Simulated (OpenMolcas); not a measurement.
## Cr4+: moving the ligands

Cr4+ with 6 ligands (sulfide) in trigonal antiprismatic coordination (D3d) at 2.33 Å, a polar angle of 58.0° against the regular 54.74°. A charge of +1.33 e stands 2.8 Å behind each ligand. Ligand basis ANO-RCC-VDZP.
```
Cr    0.0000    0.0000    0.0000
S     0.0000    1.9764    1.2340
S    -1.7116   -0.9882    1.2340
S     1.7116   -0.9882    1.2340
S     0.0000   -1.9764   -1.2340
S     1.7116    0.9882   -1.2340
S    -1.7116    0.9882   -1.2340
```

```yaml
Program: OpenMolcas
Method: "SS-CASPT2, IPEA 0.25 Eh, imaginary shift 0.1 Eh (closed shells correlated: 3s 3p and the ligand valence shells)"
Basis: ANO-RCC-VDZP [5s4p2d1f]
Scalar_Hamiltonian: DKH2, point nucleus
Active_space: 2 electrons in 5 orbitals (3d)
State_averaging: 2S+1 = 3 even, 10 roots; 2S+1 = 1 even, 15 roots
Spin-orbit_coupling: state interaction with AMFI integrals over the reference wave functions
```

Runs around this geometry, states (labels of D3, the rotations of D3d). Energies in cm-1 above the lowest state or level, χT in cm3 K/mol.

| R (Å) | Polar angle / regular | Ground state | First state of that spin | First gap with spin-orbit (degeneracies) | χT at 300 K | First state of another spin |
| --- | --- | --- | --- | --- | --- | --- |
| 2.26 | 1.06 | 3A2 | 3E 460 | 25 (1, 2) | 0.794 | 1E 5630 |
| 2.33 | 1.06 | 3A2 | 3E 330 | 25 (1, 2) | 0.769 | 1E 5700 |
| 2.4 | 1.06 | 3A2 | 3E 200 | 21 (1, 2) | 0.751 | 1E 5660 |
| 2.33 | 1.166 | 3A2 | 3E 1690 | 15 (1, 2) | 0.896 | 1E 6360 |

Roots that are degenerate in the reference are averaged as groups; the widest CASPT2 spread within a group is 640 cm-1 (the 2-fold group of multiplicity 1 near 41200 cm-1 above the lowest state of its run, R = 2.33, ratio = 1.166). Shifts and gaps below about the spread of the groups concerned are not significant. Over all roots computed the reference weight is 0.52 to 0.56 in R = 2.26 in ratio = 1.06, 0.52 to 0.56 in R = 2.33 in ratio = 1.06, 0.52 to 0.55 in R = 2.4 in ratio = 1.06, 0.52 to 0.55 in R = 2.33 in ratio = 1.166; a low but even weight reflects the number of correlated electrons. The sulfide ions are held by bare point charges, a crude embedding. Ligand-to-metal charge-transfer states are missing. This ion would oxidise such ligands; the complex is a model and need not exist. With no ligand orbital active B as a rule stays too high, so bands that hang on it stand too high and its fall with covalency is understated. With one d shell and no ligand orbital active, 10Dq can be off by a tenth or more. The least metal-like active orbital is 67 % on the metal (Löwdin) and no ligand orbital is active, so the numbers are rough (holds for R = 2.26, ratio = 1.06; R = 2.33, ratio = 1.166). The least metal-like active orbital is 69 % on the metal (Löwdin) and no ligand orbital is active, so the numbers are rough (holds for R = 2.33, ratio = 1.06; R = 2.4, ratio = 1.06). No measured value stands beside these numbers; the geometry is a model, was not optimised and need not be the one that this ion takes.
